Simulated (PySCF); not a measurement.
How methods differ on the ionisation energy of Au(2+)

Au(2+) [Xe] 4f14 5d9 (2D) → Au(3+) [Xe] 4f14 5d8 (3F), as a difference of total energies. Calculation: PySCF 2.14, in def2-SVP with the def2 core potential (60 electrons); scalar relativity through the core potential. Correlated levels: valence: 5s2 5p6 frozen. The calculations carry no spin-orbit coupling.

Problem. Order these methods by the ionisation energy they give, lowest first.
A. MP2 (valence)
B. MN15
C. SCS-MP2 (valence)
D. PBE

Solution. C (32.152 eV), A (32.244 eV), D (32.937 eV), B (33.043 eV).

The reference lies between the lowest fine-structure levels, while these numbers refer to the centres of the terms.

Errors of the correlated levels include the incompleteness of this basis and the frozen core.

For comparison: 30 ± 1.6 eV (theoretical estimate listed by NIST; NIST Atomic Spectra Database, ionization energies).
